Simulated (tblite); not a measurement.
Species: C₆H₉ClSi.
Numbering: `[CH2:1]=[C:2]1[SiH2:3][C@@H:4]1[C:5]1([Cl:6])[CH2:7][CH2:8]1` (hydrogens: H9, H10 on C1; H11, H12 on Si3; H13 on C4; H14, H15 on C7; H16, H17 on C8)

Geometry (GFN2-xTB, Å), atoms numbered from 1 in this order:
```xyz
17
C6H9ClSi angstrom
C      1.748   -0.228   -1.456
C      1.343   -0.463   -0.228
Si     1.177   -1.481    1.318
C      0.567    0.269    0.841
C     -0.875    0.560    0.610
Cl    -1.732    0.836    2.144
C     -1.368    1.354   -0.561
C     -1.668   -0.116   -0.461
H      2.324   -0.951   -2.013
H      1.530    0.697   -1.973
H      0.192   -2.546    1.334
H      2.306   -1.576    2.224
H      1.087    1.130    1.257
H     -2.176    2.052   -0.405
H     -0.638    1.680   -1.286
H     -1.142   -0.793   -1.118
H     -2.682   -0.412   -0.239
```

All values are computed: GFN2-xTB (tblite) harmonic vibrations without scaling, gas phase. Errors from tens to a few hundred cm⁻¹ against measured bands are possible. Modes of hydrogen on silicon can be 10 to 20 % off. One conformer, not necessarily the lowest.

Harmonic wavenumbers (cm⁻¹): 35.0, 104.7, 152.8, 212.3, 236.5, 275.3, 301.8, 368.6, 400.2, 446.3, 482.9, 541.9, 566.1, 653.8, 691.2, 713.5, 749.0, 792.6, 837.7, 900.0, 906.2, 950.1, 972.9, 995.0, 1032.9, 1063.2, 1072.5, 1083.4, 1140.9, 1152.6, 1241.8, 1362.4, 1415.1, 1424.8, 1470.9, 1760.9, 2366.7, 2373.6, 2972.7, 3035.1, 3078.0, 3084.2, 3090.4, 3096.2, 3111.1.

A = 2135, B = 1136, C = 844.1 MHz; mass 144.016 u (most abundant isotopes); point group C1, symmetry number 1.

Problem. Zero-point energy?

Solution. ½Σν̃ = 27358 cm⁻¹ = 78.22 kcal/mol.

Problem. What is S at 200 K and 1 bar for an ideal gas of classical rigid rotors and harmonic oscillators?

Solution. Translation 38.85, rotation 28.25, vibration 15.97: S = 83.1 cal/(mol K).

Problem. And Cp and H(200 K) − H(0)?

Solution. Cp = 27.32 cal/(mol K), of which vibrations give 19.37 (their classical limit is 45 R = 89.4); H(200 K) − H(0) = 3.38 kcal/mol without the zero-point energy, 1.79 from vibrations.

Problem. Blend soft modes into free rotors: weight 1/[1 + (100 cm⁻¹/ν̃)⁴] for the oscillator and the rest for a rotor with moment μB/(μ + B), μ = h/(8π²ν), B = 10⁻⁴⁴ kg m². What vibrational entropy results?

Solution. 14.75 cal/(mol K) in place of 15.97, which changes −T·S at 200 K by +0.24 kcal/mol.

Problem. What must be added to the electronic energy to get the Gibbs energy at 200 K and 1 bar?

Solution. ZPE + [H(200 K) − H(0)] − T·S = 78.22 + 3.38 − 16.61 = 64.99 kcal/mol.

Problem. How do the functions run with temperature in this model?

Solution. 
```tsv
T (K)	S (cal/(mol K))	Cp (cal/(mol K))	H − H(0) (kcal/mol)	G − H(0) (kcal/mol)	ln q(vib)
100	68.3	16.6	1.18	-5.65	1.42
300	96.2	38.0	6.65	-22.21	5.87
500	119.9	54.9	16.06	-43.87	10.72
800	149.2	69.6	34.95	-84.40	17.78
1000	165.4	75.8	49.52	-115.90	22.12
```

q(vib) and H(0) count from the zero-point level.

Hindered rotation and anharmonicity are outside this model. Other conformers, if any are populated, would add a mixing term that is left out. The structure is chiral; the term R ln 2 for an equal mix with its mirror image is left out.
